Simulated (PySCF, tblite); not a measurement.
A database entry of computed molecular properties. Lists by class give the value and the number of equivalent atoms.

```json
{
 "formula": "C6H10N2O",
 "smiles": "COc1cc(C)n(C)n1",
 "charge": 0,
 "multiplicity": 1,
 "geometry_level": "GFN2-xTB",
 "atoms_angstrom": [
  ["C", 3.352, 0.291, 0.001],
  ["O", 2.475, -0.654, -0.573],
  ["C", 1.172, -0.433, -0.318],
  ["C", 0.108, -1.234, -0.774],
  ["C", -1.022, -0.626, -0.27],
  ["C", -2.457, -0.984, -0.399],
  ["N", -0.607, 0.453, 0.429],
  ["C", -1.405, 1.406, 1.14],
  ["N", 0.73, 0.58, 0.407],
  ["H", 4.357, -0.013, -0.284],
  ["H", 3.136, 1.295, -0.375],
  ["H", 3.25, 0.299, 1.089],
  ["H", 0.174, -2.114, -1.377],
  ["H", -3.015, -0.178, -0.877],
  ["H", -2.558, -1.883, -1.0],
  ["H", -2.899, -1.166, 0.581],
  ["H", -2.096, 1.917, 0.466],
  ["H", -0.727, 2.134, 1.58],
  ["H", -1.978, 0.92, 1.933]
 ],
 "electronic_structure_code": "PySCF",
 "results": {
  "GFN2-xTB geometry": {
   "point_group": "Cs",
   "rotational_constants_GHz": [3.584, 1.146, 0.883]
  },
  "PBE0/pcSseg-1 ground state and GIAO shieldings, non-relativistic": {
   "dipole_D": 2.62,
   "homo_eV": -6.08,
   "lumo_eV": 0.9,
   "shift_vs_computed_TMS_C_by_class_ppm": [
    [168.1, 1],
    [142.1, 1],
    [97.3, 1],
    [56.5, 1],
    [37.1, 1],
    [13.6, 1]
   ],
   "shift_vs_computed_TMS_H_by_class_ppm": [
    [5.61, 1],
    [3.92, 3],
    [3.72, 3],
    [2.27, 3]
   ],
   "shielding_other_nuclei_by_class_ppm": [
    ["N", -35.8, 1],
    ["N", 69.7, 1],
    ["O", 253.6, 1]
   ],
   "charges_hirshfeld_e_by_atom": [-0.04, -0.12, 0.09, -0.13, 0.03, -0.11, 0.03, -0.06, -0.18, 0.05, 0.04, 0.04, 0.05, 0.05, 0.06, 0.05, 0.05, 0.06, 0.05]
  },
  "GFN2-xTB harmonic vibrations, gas phase": {
   "strongest_ir_bands_cm-1_km_per_mol_modes": [
    [1135.2, 88.5, 1],
    [1345.7, 51.0, 1],
    [1408.3, 76.0, 1],
    [1487.3, 47.9, 1],
    [1530.3, 131.6, 1],
    [1581.5, 183.9, 1]
   ],
   "zpe_kcal_per_mol": 97.2
  }
 }
}
```

The rotational constants make it an asymmetric top with κ = (2B − A − C)/(A − C) = -0.80, nearer the prolate limit (−1). The zero-point energy, half the sum of the 51 harmonic wavenumbers, equals 34010 cm⁻¹ or 407 kJ/mol. The dipole equals about 8.7 × 10⁻³⁰ C·m (1 D = 3.33564 × 10⁻³⁰ C·m).

One conformer (not necessarily the lowest) at the GFN2-xTB geometry, without solvent or vibrations. NMR classes are plain means over equivalent atoms (diastereotopic ones count apart unless rotation or inversion swaps them), as if these changed places fast; in this geometry the members of some classes differ.

The values belong to the conformer `[CH3:1][O:2][c:3]1[cH:4][c:5]([CH3:6])[n:7]([CH3:8])[n:9]1`: C1–O2–C3–C4 180°.
